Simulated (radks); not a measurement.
All-electron atom: Mg4+ in [He] 2s1 2p4 3p1 (not the ground configuration). All-electron calculation, non-relativistic Kohn-Sham, PBE, spin-unpolarised, spherical densities, point nucleus. Program: a radial shooting solver on a logarithmic mesh with Libxc functionals.

Normalised radial functions P(r) = r R(r), r in bohr:

r	3s
0.005934	0.0503
0.008437	0.0694
0.0119	0.0938
0.01692	0.1253
0.02406	0.1626
0.03421	0.2025
0.04826	0.2357
0.06862	0.2481
0.09758	0.2150
0.1387	0.1101
0.1957	-0.0709
0.2783	-0.2974
0.3957	-0.4500
0.5626	-0.3632
0.7936	0.0277
1.128	0.5632
1.605	0.8431
2.282	0.6425
3.218	0.2541
4.576	0.0417
6.507	0.0021

3s (empty): eigenvalue -51.838 eV, 2 radial nodes at r = 0.174, 0.779 bohr, <r> = 1.81 bohr, 90 % of the charge inside 2.64 bohr.
